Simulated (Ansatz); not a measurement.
`F[SiH2][O][GeH3]` → `O[SiH2]F` + `[GeH2]` at 600 K and 1 bar (germylene loss).

Calculated with Ansatz (gas phase, PBE0-D4/def2-TZVP geometries, no zero-point term in ΔE). CCSD(T)/CBS adds triple-zeta CCSD(T) − MP2 to the extrapolated MP2 energy (def2 sets, frozen cores). For Ge outer-core shells are correlated without core-valence functions, which leaves a few kJ/mol of doubt a bond. Scalar relativity is left out up to krypton. Each species was taken in one conformer, which may not be the lowest.

```tsv
species	CCSD(T)/CBS energy (Eh)	H − E (kJ/mol)	S (J/(mol·K))
`F[SiH2][O][GeH3]`	-2543.28863	185.0	443.8
`O[SiH2]F`	-465.96250	127.7	331.4
`[GeH2]`	-2077.24753	50.4	247.2
```

H − E and S are ideal-gas, rigid-rotor, harmonic terms from PBE0-D4/def2-TZVP, for one conformer and one mirror image of each species. 1 Eh = 2625.50 kJ/mol, R = 8.31446 J/(mol·K).

Problem. By hand: ΔE, ΔH, ΔS and ΔG.

Solution. ΔE = (-465.96250) + (-2077.24753) − (-2543.28863) = 0.07860 Eh = 206.4 kJ/mol. Δ(H − E) = 127.7 + 50.4 − 185.0 = -6.9, so ΔH = 199.5 kJ/mol. ΔS = 331.4 + 247.2 − 443.8 = 134.8 J/(mol·K). ΔG = 199.5 − 600 × (134.8)/1000 = 118.6 kJ/mol.

Problem. By hand: the equilibrium constant, and the temperature at which ΔG would vanish if ΔH and ΔS stayed fixed.

Solution. log₁₀ K = −ΔG/(RT ln 10) = -10.3. ΔG = 0 at ΔH/ΔS = 1480 K.

The number of gas molecules changes by +1, which sets the sign of ΔS. A doubt of 5 kJ/mol in ΔE shifts log₁₀ K by 0.4 here. Other conformers and mirror images would add mixing entropy, several J/(mol·K) or more a flexible species. Modes under 60 cm⁻¹, often nearly free rotors, make the harmonic entropy too high. These are equilibria of isolated gas molecules and say nothing of rates. Largest T1 diagnostic: 0.012 (customary marks: 0.02 for closed shells, 0.045 for open ones).
